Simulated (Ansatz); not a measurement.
Basis-set series for C$_{3}$H$_{12}$BP (`C[B-](C)(C)[PH3+]`). Charge 0, multiplicity 1. The geometry is a stationary point of PBE0-D4/def2-TZVP. It is one conformer, not always the lowest.

| functional | basis | functions | energy (Eh) | HOMO (eV) | LUMO (eV) |
| --- | --- | --- | --- | --- | --- |
| PBE0-D4 | def2-SVP | 134 | -487.22618 | -7.70 | 0.79 |
| PBE0-D4 | def2-QZVPP | 658 | -487.52194 | -7.82 | 0.10 |
| ωB97M-V | def2-SVP | 134 | -487.39157 | -9.98 | 2.63 |
| ωB97M-V | def2-QZVPP | 658 | -487.69982 | -10.09 | 1.34 |

(1) Give the rows for def2-TZVPP. (Best estimate.)

## Answers

(1) Ansatz gave: 
```tsv
functional	basis	functions	energy (Eh)	HOMO (eV)	LUMO (eV)
PBE0-D4	def2-TZVPP	334	-487.50210	-7.80	0.42
ωB97M-V	def2-TZVPP	334	-487.68071	-10.08	1.90
```

Positive LUMOs are unbound and depend on the basis.
